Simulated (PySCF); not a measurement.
C5H11N2PSi.
Numbering: `[CH3:1][c:2]1[n:3][n:4]([SiH:5]([CH3:6])[CH3:7])[cH:8][p:9]1`

Structure used (GFN2-xTB), in Å, numbered top down from 1:
```xyz
20
C5H11N2PSi angstrom
C      3.2632    0.7389   -0.1497
C      2.1014   -0.1356   -0.4757
N      0.9057    0.1747   -0.0612
N     -0.0011   -0.7216   -0.4477
Si    -1.6610   -0.3793    0.0734
C     -2.1317    1.2941   -0.6821
C     -1.6388   -0.3472    1.9685
C      0.4931   -1.7429   -1.1715
P      2.1861   -1.6412   -1.4244
H      3.7329    1.0976   -1.0649
H      4.0084    0.1796    0.4147
H      2.9282    1.5886    0.4403
H     -2.4394   -1.4989   -0.4739
H     -2.1374    1.2525   -1.7678
H     -1.4199    2.0602   -0.3864
H     -3.1181    1.6099   -0.3579
H     -2.6107   -0.0790    2.3702
H     -1.3661   -1.3154    2.3793
H     -0.9148    0.3780    2.3300
H     -0.1850   -2.5023   -1.5161
```

NICS = −σ at a ghost point: NICS(0) at the centroid of the ring atoms, NICS(1) 1 Å to either side along the normal of their mean plane, zz for the tensor component along that normal. Level: GIAO PBE0/pcSseg-1 (PySCF, non-relativistic, gas phase) on the GFN2-xTB geometry, one conformer.

Ring bond lengths (Å), with Mayer bond orders in brackets: C2–N3 1.303 (1.57), N3–N4 1.332 (1.14), N4–C8 1.346 (1.22), C8–P9 1.715 (1.43), P9–C2 1.782 (1.17).

Problem. Give the NICS values of each ring in ppm.

Solution. 
```tsv
ring	type	NICS(0)	NICS(1), two faces	NICS(1)zz, two faces	rms pucker (Å)	centre to ring atoms, mean (Å)
C2–N3–N4–C8–P9	5-membered ring with 2 N and P; formal bonds all aromatic	-11.9	-12.3 / -12.3	-28.9 / -28.9	0.00	1.26
```

Problem. What can be read from them?

Solution. 
- C2–N3–N4–C8–P9: mean NICS(1)zz -28.9 ppm, shielded.

Problem. What does the geometric index give? HOMA = 1 − mean of α(R − Ropt)² over the ring bonds, with Krygowski's 1993 parameters (CN: Ropt 1.334 Å, α 93.52 Å⁻²; CP: Ropt 1.698 Å, α 118.91 Å⁻²; NN: Ropt 1.309 Å, α 130.33 Å⁻²).

Solution. 
- C2–N3–N4–C8–P9: HOMA 0.79; the largest term is that of P9–C2, α(R − Ropt)² = 0.83.

Problem. At the first NICS(1) probe listed for ring C2–N3–N4–C8–P9, 1 Å off the ring, what do the in-plane components average?

Solution. The isotropic value is a third of the trace: (3 × -12.3 − (-28.9))/2 = -4.0 ppm.
